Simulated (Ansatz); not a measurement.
System: C₆H₄Br, net charge 0, doublet state. It need not be the lowest isomer of its formula. SMILES: Brc1[c]cccc1
Coordinates optimised at B3LYP-D3(BJ)/def2-TZVP (Ansatz, a program for electronic structure):
```xyz
11

C     -2.8706     0.1772    -0.1877
C     -2.2690    -1.0824    -0.0979
C     -0.9028    -1.1031    -0.0112
C     -0.0962    -0.0044    -0.0059
C     -0.6994     1.2500    -0.0955
C     -2.0855     1.3260    -0.1857
Br     1.7999    -0.1739     0.1203
H     -3.9481     0.2528    -0.2585
H     -2.8613    -1.9883    -0.0978
H     -0.0905     2.1441    -0.0941
H     -2.5557     2.2980    -0.2553
```
Charge 0, spin multiplicity 2.

Parts of the frozen-core correlation energy in STO-3G (Ansatz, hartree). Frozen orbitals: 20; correlated occupied orbitals by spin: 18 and 17; virtual: 14 and 15. UHF or UKS for open shells. No spin-orbit coupling. No relativistic terms. The program attaches cautions to this run: large difference.

| term | value |
|---|---|
| reference (HF) | -2771.36132 |
| MP2 opposite-spin | [?] |
| MP2 same-spin | -0.05310 |
| CCSD correlation | [?] |
| (T) | [?] |
| T1 diagnostic | 0.049 |
| largest doubles amplitude | 0.106 |
| <S^2> of the reference | 1.757 |

What belongs in the gaps?


- MP2 opposite-spin, value: -0.20988
- CCSD correlation, value: -0.37258
- (T), value: -0.01112
